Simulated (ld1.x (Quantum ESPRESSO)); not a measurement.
Values are calculated unless marked as measured or tabulated.
**Potentials for Be compared**

Generated with ld1.x 7.5 (TM, RRKJ, ultrasoft, PAW), atompaw 4.2 or ONCVPSP 4.0.1. The cutoff is in Ry: for ld1.x and atompaw files where the sum of valence levels is converged to 10 mRy in a Bessel basis, for ONCV files where the hardest occupied wave has 1 mHa per electron of residual kinetic energy. The error is the largest all-electron minus pseudo excitation energy over each file’s own four to seven test configurations (ionisations up to +4, promotions, holes and added fractions of an electron), all of which were solved. The labels leave out finer settings (local radius, basis sizes, second energies), which also bear on the numbers. Spin-polarised tests are not counted. The rows are a selection from randomly drawn settings: files with unsolved tests, undetermined cutoffs or missed reference levels are left out.

| potential | cutoff (Ry) | largest error (meV) | bound ghosts |
| --- | --- | --- | --- |
| ultrasoft, PBE, non-relativistic, rc 2.00/2.75/2.20 (spd), local smoothed, core correction yes, reference 2s2 2p0 | 6 | +16 | none |
| TM, PBEsol, scalar-relativistic, rc 2.00/3.85 (sp), local smoothed, core correction yes, reference 2s2 2p0 | 10 | -145 | none |
| PAW, PW91, non-relativistic, rc 2.20/4.50 (sp), local smoothed, core correction yes, reference 2s1.5 2p0 | 6 | -13 | none |
| PAW, LDA (PZ), scalar-relativistic, rc 2.20/2.80/2.75 (spd), local smoothed, core correction yes, reference 2s1 2p1 | 6 | -4.5 | none |
| TM, PBE, non-relativistic, rc 1.55/4.20/4.10 (spd), local smoothed, core correction yes, reference 2s1.5 2p0 | 10 | -130 | none |
| TM, PBE, scalar-relativistic, rc 1.40/4.20/3.65 (spd), local d, core correction yes, reference 2s1.5 2p0.5 | 10 | -125 | none |

**Question.** Fill in the row for Be: RRKJ, PBEsol, non-relativistic, rc 2.20/3.85/4.05 (spd), local d, core correction no, reference 2s1 2p1.

**Answer.** cutoff 8 Ry, largest error +68 meV, bound ghosts: none.
